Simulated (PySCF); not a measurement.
## Property card for `CN(c1ccc(cp1)Cl)C`

Compound: C7H9ClNP.
Geometry (GFN2-xTB, Å), atoms numbered from 1 in this order:
```xyz
19
C7H9ClNP angstrom
C     -2.1462    1.2564   -0.2042
N     -1.3874    0.0558    0.0179
C     -2.0737   -1.1969    0.2047
C     -0.0261    0.1429    0.0475
C      0.7594   -0.9953    0.2613
C      2.1370   -1.0040    0.3074
C      2.9040    0.1409    0.1429
Cl     4.6368   -0.0257    0.2270
C      2.3716    1.3868   -0.0805
P      0.6842    1.7492   -0.1955
H     -1.8821    1.7070   -1.1678
H     -1.9346    1.9965    0.5760
H     -3.2102    1.0346   -0.1996
H     -3.1464   -1.0331    0.1412
H     -1.7933   -1.9213   -0.5663
H     -1.8520   -1.6280    1.1859
H      0.2664   -1.9455    0.4026
H      2.6437   -1.9417    0.4789
H      3.0391    2.2307   -0.1984
```

Among its groups: amine and C–Cl bond.

GFN2-xTB geometry:

```yaml
Point_group_of_the_GFN2-xTB_geometry: Cs
Rotational_constants_A_B_C_of_the_GFN2-xTB_geometry: 2.522, 0.533, 0.443 GHz
```

PBE0/pcSseg-1 ground state and GIAO shieldings, non-relativistic (PySCF):

```yaml
Dipole_moment: 4.48 D
HOMO_energy: -5.79 eV
LUMO_energy: -1.34 eV
HOMO–LUMO_gap: 4.45 eV
Lowest_Hirshfeld_atomic_charge: -0.12 e on C9
Highest_Hirshfeld_atomic_charge: +0.06 e on H14
13C_chemical_shifts_computed_TMS_as_zero_by_class: 179.6 (C4), 160.0 (C9), 137.6 (C6), 136.7 (C7), 117.8 (C5), 44.6 (C1/C3) ppm
1H_chemical_shifts_computed_TMS_as_zero_by_class: 8.77 (H19), 7.56 (H18), 6.87 (H17), 3.26 (H11/H12/H13/H14/H15/H16) ppm
Isotropic_shieldings_of_nuclei_other_than_C_and_H_by_class: 176 (N2), 175 (P10), 691 (Cl8) ppm
Mayer_bond_orders_between_heavy_atoms: C1–N2 0.96, N2–C3 0.96, N2–C4 1.06, C4–C5 1.28, C5–C6 1.54, C6–C7 1.30, C7–Cl8 1.07, C7–C9 1.44, C9–P10 1.33, P10–C4 1.19
```

Monoisotopic mass from the formula: 173.0161 u.

The dipole matches unit charges of opposite sign 0.93 Å apart (1 e·Å = 4.8032 D). With B = h/(8π²I), that is 505.379 GHz u Å² over I, the principal moments of inertia are 200.4, 947.9 and 1142.0 u Å² (most abundant isotopes); the inertial defect Ic − Ia − Ib is -6.3 u Å² (zero for a rigid planar frame, negative otherwise). A dipole of 4.48 D is allowed in Cs, and pure rotational transitions are dipole-allowed. The rotational constants make it an asymmetric top with κ = (2B − A − C)/(A − C) = -0.91, nearer the prolate limit (−1).

Geometry: GFN2-xTB; no solvent or vibrations. NMR classes are plain means over equivalent atoms (diastereotopic ones count apart unless rotation or inversion swaps them), as if these changed places fast; in this geometry the members of some classes differ.
